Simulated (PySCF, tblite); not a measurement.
Isomers of [C7H16P]- (charge -1), one GFN2-xTB conformer each. Single-point energies are computed at PBE0/pcSseg-1 (PySCF, gas phase, no added dispersion term), electronic only.

```csv
SMILES,GFN2-xTB relative energy (kcal/mol)
CC(C)[P-]C(C)(C)C,0.4
CCC[P-]C(C)(C)C,0.0
```

Conformers: `[CH3:1][CH:2]([CH3:3])[P-:4][C:5]([CH3:6])([CH3:7])[CH3:8]` (charge -1) with C1–C2–P4–C5 134°; `[CH3:1][CH2:2][CH2:3][P-:4][C:5]([CH3:6])([CH3:7])[CH3:8]` (charge -1) with C1–C2–C3–P4 62°, C2–C3–P4–C5 97°.

Task: What does PBE0/pcSseg-1 give for the same structures?

Result: 
| SMILES | PBE0/pcSseg-1 E (Eh) | PBE0/pcSseg-1 (kcal/mol) | GFN2-xTB (kcal/mol) | point group |
| --- | --- | --- | --- | --- |
| CCC[P-]C(C)(C)C | -617.20052 | 0.0 | 0.0 | C1 |
| CC(C)[P-]C(C)(C)C | -617.20002 | 0.3 | 0.4 | C1 |

Both levels put the same isomer lowest. Neighbours under 5.0 kcal/mol apart (CCC[P-]C(C)(C)C and CC(C)[P-]C(C)(C)C) can change places with a better method, another conformer or zero-point energy.

Task: What happens when harmonic zero-point energies from GFN2-xTB frequencies are added?

Result: 
```
           SMILES  ZPE (kcal/mol)  electronic (kcal/mol)  with ZPE (kcal/mol)
  CCC[P-]C(C)(C)C           133.1                    0.0                  0.0
CC(C)[P-]C(C)(C)C           132.8                    0.3                  0.0
```

The zero-point energies span 0.3 kcal/mol. The order is unchanged.
